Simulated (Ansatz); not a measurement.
Job for Ansatz (a quantum-chemistry and plane-wave program): U-r2SCAN/def2-TZVPP on H6SiSn (SMILES [SiH3][SnH3]), a point of a bond scan (R = 1.186 Å). Elements past Kr take the def2 small-core potentials; no spin–orbit coupling.

Ansatz 0.2 input:
```yaml
crystal:
  periodic: [false, false, false]
  atoms:
    - {symbol: Sn, position_ang: [-0.61782741, 0.06128438, -0.01104223]}
    - {symbol: Si, position_ang: [1.94433205, -0.19286485, 0.03475042]}
    - {symbol: H, position_ang: [-1.31526903, -0.97677330, -1.18186460]}
    - {symbol: H, position_ang: [-1.06686420, 1.66906744, -0.39602690]}
    - {symbol: H, position_ang: [-1.29897929, -0.32715219, 1.51210016]}
    - {symbol: H, position_ang: [2.23787383, -1.31000923, 0.30236300]}
    - {symbol: H, position_ang: [2.52737364, 0.71260904, 1.05295175]}
    - {symbol: H, position_ang: [2.51320142, 0.14743305, -1.29082092]}
basis:
  gaussian:
    orbitals: def2-TZVPP
hamiltonian:
  xc: {name: r2SCAN}
magnetization: {spin_polarized: true, initial_magnetization: 0}
```

Output:

```
WARN ansatz: RAYON_NUM_THREADS=1 ignored (pool sized by the plan → 1); use --threads N
Functional definition: r2SCAN
integrals: 0.08 GiB planned
1030 factors; their error is unknown
mean field: 0.79 GiB planned
mean field evaluation 1: about -13805.4158 eV, gradient 1.4e1 eV
mean field evaluation 2: about -13806.0068 eV, gradient 1.1e1 eV
mean field evaluation 4: about -13806.5872 eV, gradient 5.4e-1 eV
mean field evaluation 8: about -13806.5671 eV, gradient 3.4e-3 eV
mean field -13806.56711112 eV, -507.3819829062 hartree, gradient 2.6e-5 eV, S^2 0.000000; 0 other end points of the search recorded, 0 dependent functions left out
reference -13806.56713136 eV, -507.3819836503 hartree; 21, 21 occupied and 155, 155 virtual orbitals, 1030 factors
Total energy: -13806.56713136 eV, -507.3819836503 hartree
```

The calculation finished and met its thresholds.

Cost: around 8 core-seconds (rough).
